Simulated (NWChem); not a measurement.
System: GaH, singlet; SMILES [GaH]

Output (shortened):

```
             Northwest Computational Chemistry Package (NWChem) 7.3.0
             --------------------------------------------------------

                             Geometry "geometry" -> ""
                             -------------------------

 Output coordinates in angstroms (scale by  1.889725989 to convert to a.u.)

  No.       Tag          Charge          X              Y              Z
 ---- ---------------- ---------- -------------- -------------- --------------
    1 Ga                  31.0000     0.00000000     0.00000000    -0.05165200
    2 H                    1.0000     0.00000000     0.00000000    -1.73407900

 Effective nuclear repulsion energy (a.u.)       9.7504942081

                              NWChem Property Module
                              ----------------------

  itol2e modified to match energy
  convergence criterion.

                                 NWChem DFT Module
                                 -----------------

 Summary of "ao basis" -> "ao basis" (spherical)
 ------------------------------------------------------------------------------
       Tag                 Description            Shells   Functions and Types
 ---------------- ------------------------------  ------  ---------------------
 Ga                         cc-pvdz                 11       27   5s4p2d
 H                          cc-pvdz                  3        5   2s1p

  itol2e modified to match energy
  convergence criterion.

            General Information
            -------------------
          SCF calculation type: DFT
          Wavefunction type:  closed shell.
          No. of atoms     :     2
          No. of electrons :    32
           Alpha electrons :    16
            Beta electrons :    16
          Charge           :     0
          Spin multiplicity:     1
          Use of symmetry is: off; symmetry adaption is: off
          Maximum number of iterations: 150
          AO basis - number of functions:    32
                     number of shells:    14
          Convergence on energy requested:  1.00D-07
          Convergence on density requested:  1.00D-05
          Convergence on gradient requested:  5.00D-04

              XC Information
              --------------
                         PBE0 Method XC Functional
                     Hartree-Fock (Exact) Exchange  0.250
          PerdewBurkeErnzerhof Exchange Functional  0.750
            Perdew 1991 LDA Correlation Functional  1.000 local
           PerdewBurkeErnz. Correlation Functional  1.000 non-local

             Grid Information
             ----------------
          Grid used for XC integration:  fine
          Radial quadrature: Mura-Knowles
          Angular quadrature: Lebedev.
          Tag              B.-S. Rad. Rad. Pts. Rad. Cut. Ang. Pts.
          ---              ---------- --------- --------- ---------
          Ga                  1.30      140           8.0       974
          H                   0.35       60           8.0       590
          Grid pruning is: on
          Number of quadrature shells:   200
          Spatial weights used:  Erf1

      Superposition of Atomic Density Guess
      -------------------------------------

 Sum of atomic energies:       -1923.69313337

      Non-variational initial energy
      ------------------------------

[...]

          -----------------------------------------
          Chemical Shielding Tensors (GIAO, in ppm)
          -----------------------------------------

                                NWChem CPHF Module
                                ------------------

  scftype          =     RHF
  nclosed          =       16
  nopen            =        0
  variables        =      256
  # of vectors     =        3
  tolerance        = 0.10D-03
  level shift      = 0.00D+00
  max iterations   =       50
  max subspace     =       30

 SCF residual:    3.0990506404818840E-006

Iterative solution of linear equations
  No. of variables      256
  No. of equations        3
  Maximum subspace       30
        Iterations       50
       Convergence  1.0D-04

   iter   nsub   residual    time
   ----  ------  --------  ---------
     1      3    8.65D-01      41.2
     2      6    3.72D-02      51.1
     3      9    1.68D-03      58.3
     4     12    6.93D-05      68.1

      Atom:    1  Ga
        Diamagnetic
   2635.7410      0.0000      0.0000
      0.0000   2635.7410     -0.0000
      0.0000     -0.0000   2634.1628

        Paramagnetic
  -2384.5220     -0.0000     -0.0000
     -0.0000  -2384.5220      0.0000
     -0.0000      0.0000     -0.0000

        Total Shielding Tensor
    251.2190     -0.0000     -0.0000
     -0.0000    251.2190      0.0000
     -0.0000      0.0000   2634.1628

           isotropic =    1045.5336
          anisotropy =    2382.9438

          Principal Components and Axis System
                 1           2           3
             2634.1628    251.2190    251.2190

      1        -0.0000     -0.7057      0.7085
      2         0.0000      0.7085      0.7057
      3         1.0000     -0.0000     -0.0000

      Atom:    2  H
        Diamagnetic
     21.2792      0.0000     -0.0000
      0.0000     21.2792      0.0000
     -0.0000      0.0000     37.8022

        Paramagnetic
     -8.2984     -0.0000     -0.0000
     -0.0000     -8.2984      0.0000
     -0.0000      0.0000     -0.0000

        Total Shielding Tensor
     12.9807     -0.0000     -0.0000
     -0.0000     12.9807      0.0000
     -0.0000      0.0000     37.8022

           isotropic =      21.2545
          anisotropy =      24.8214

          Principal Components and Axis System
                 1           2           3
               37.8022     12.9807     12.9807

      1        -0.0000     -0.7062      0.7080
      2         0.0000      0.7080      0.7062
      3         1.0000     -0.0000     -0.0000
```

Level: PBE0/cc-pVDZ, GIAO. Low-valent species are run as closed-shell singlets; no triplet was tried in these runs. The geometry was optimised at PBE0/def2-SVP. The printed shielding anisotropy is the first printed principal value minus the mean of the other two.

### Question
Reconstruct the input file.

### Answer
Several could match; the one computed here: the input that was run:
```
start job
memory heap 200 mb stack 900 mb global 1100 mb
geometry units angstroms noautosym nocenter noautoz
  Ga     0.000000     0.000000    -0.051652
  H      0.000000     0.000000    -1.734079
end
basis spherical
  * library cc-pvdz
end
dft
  xc pbe0
  iterations 150
end
property
  shielding
end
task dft property
```
